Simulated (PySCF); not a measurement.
methyl difluoroacetate (SMILES COC(=O)C(F)F)

Molfile (atoms numbered from 1):
```
C3H4F2O2
     RDKit          3D

 11 10  0  0  0  0  0  0  0  0999 V2000
   -1.8131    0.3723    0.1829 C   0  0  0  0  0  0  0  0  0  0  0  0
   -0.4325    0.3035    0.5107 O   0  0  0  0  0  0  0  0  0  0  0  0
    0.3535   -0.2397   -0.4037 C   0  0  0  0  0  0  0  0  0  0  0  0
   -0.0007   -0.6694   -1.4668 O   0  0  0  0  0  0  0  0  0  0  0  0
    1.8094   -0.2599    0.0591 C   0  0  0  0  0  0  0  0  0  0  0  0
    1.9131   -0.9593    1.2025 F   0  0  0  0  0  0  0  0  0  0  0  0
    2.2312    0.9965    0.2869 F   0  0  0  0  0  0  0  0  0  0  0  0
   -2.2197   -0.6344    0.0088 H   0  0  0  0  0  0  0  0  0  0  0  0
   -2.3081    0.8411    1.0402 H   0  0  0  0  0  0  0  0  0  0  0  0
   -1.9655    0.9744   -0.7245 H   0  0  0  0  0  0  0  0  0  0  0  0
    2.4355   -0.7256   -0.7195 H   0  0  0  0  0  0  0  0  0  0  0  0
  1  2  1  0
  2  3  1  0
  3  4  2  0
  3  5  1  0
  5  6  1  0
  5  7  1  0
  1  8  1  0
  1  9  1  0
  1 10  1  0
  5 11  1  0
M  END
```

Computed with TDDFT CAM-B3LYP/def2-TZVPD excited states, vertical, gas phase in PySCF 2.14.0. Geometry: PBE0-D3(BJ)/def2-SVP.

(1) How strongly do the lowest singlets absorb one photon, and two photons of half the energy?

Results:

(1) δ for parallel linear polarisation; σ at the peak of a Lorentzian of half width 0.1 eV, single beam; Ω is circular over linear.
```tsv
state	E (eV)	f	photon λ (nm)	δ (au)	σ (GM)	Ω	main
S1	5.65	0.001	439	0.2	0.00	1.50	HOMO→LUMO 0.95
S2	7.85	0.062	316	19.2	0.43	0.63	HOMO−1→LUMO 0.74, HOMO→LUMO+1 0.15
S3	8.13	0.101	305	34.7	0.84	1.34	HOMO→LUMO+1 0.62, HOMO−1→LUMO 0.18
S4	8.19	0.000	303	0.56	0.01	1.50	HOMO−2→LUMO 0.92
S5	8.57	0.027	289	13.8	0.37	1.50	HOMO−1→LUMO+1 0.88
S6	8.77	0.030	283	13.9	0.39	0.51	HOMO→LUMO+2 0.82
```

Among these, the strongest one-photon state is S3, the strongest two-photon state S3, with a dipole change of 2.0 D (relaxed, norm of the difference vector).
